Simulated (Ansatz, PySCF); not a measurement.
B₂H₄O, SMILES BOB. Atoms are numbered in the order given.

```xyz
7

O      0.0000     0.0000     0.0000
B      0.0000     0.0000    -1.3342
H     -0.7412     0.7412    -1.9043
H      0.7412    -0.7412    -1.9043
B      0.0000     0.0000     1.3342
H     -0.7412    -0.7412     1.9043
H      0.7412     0.7412     1.9043
```
Charge 0, spin multiplicity 1.

Coordinates come from a B3LYP-D3(BJ)/def2-TZVP optimisation.

Two levels are set side by side: PBE-D3(BJ)/def2-TZVP (Ansatz, a first-principles code) and B3LYP-D3(BJ)/def2-TZVP (Ansatz). Each level has its own optimised geometry; the coordinates shown are those of the second. Frequencies come from the Hessian of PySCF at each geometry. Differences are taken from unrounded values.

```json
[
 {"quantity": "mean bond length (Å)", "B3LYP-D3(BJ)": "1.240", "PBE-D3(BJ)": "1.249", "PBE-D3(BJ) minus B3LYP-D3(BJ)": "0.009"},
 {"quantity": "bond O1–B2 (Å)", "B3LYP-D3(BJ)": "1.334", "PBE-D3(BJ)": "1.340", "PBE-D3(BJ) minus B3LYP-D3(BJ)": "0.006"},
 {"quantity": "bond O1–B5 (Å)", "B3LYP-D3(BJ)": "1.334", "PBE-D3(BJ)": "1.340", "PBE-D3(BJ) minus B3LYP-D3(BJ)": "0.006"},
 {"quantity": "bond B2–H3 (Å)", "B3LYP-D3(BJ)": "1.193", "PBE-D3(BJ)": "1.203", "PBE-D3(BJ) minus B3LYP-D3(BJ)": "0.010"},
 {"quantity": "bond B2–H4 (Å)", "B3LYP-D3(BJ)": "1.193", "PBE-D3(BJ)": "1.203", "PBE-D3(BJ) minus B3LYP-D3(BJ)": "0.010"},
 {"quantity": "bond B5–H6 (Å)", "B3LYP-D3(BJ)": "1.193", "PBE-D3(BJ)": "1.203", "PBE-D3(BJ) minus B3LYP-D3(BJ)": "0.010"},
 {"quantity": "bond B5–H7 (Å)", "B3LYP-D3(BJ)": "1.193", "PBE-D3(BJ)": "1.203", "PBE-D3(BJ) minus B3LYP-D3(BJ)": "0.010"},
 {"quantity": "highest harmonic wavenumber (cm⁻¹)", "B3LYP-D3(BJ)": "2660", "PBE-D3(BJ)": "2605", "PBE-D3(BJ) minus B3LYP-D3(BJ)": "-55"},
 {"quantity": "mean harmonic wavenumber (cm⁻¹)", "B3LYP-D3(BJ)": "1359", "PBE-D3(BJ)": "1324", "PBE-D3(BJ) minus B3LYP-D3(BJ)": "-35"},
 {"quantity": "zero-point energy (kcal/mol)", "B3LYP-D3(BJ)": "29.14", "PBE-D3(BJ)": "28.40", "PBE-D3(BJ) minus B3LYP-D3(BJ)": "-0.74"}
]
```

Exact exchange shortens and stiffens bonds; PBE has none. Differences between two approximate levels are no errors against the true value.
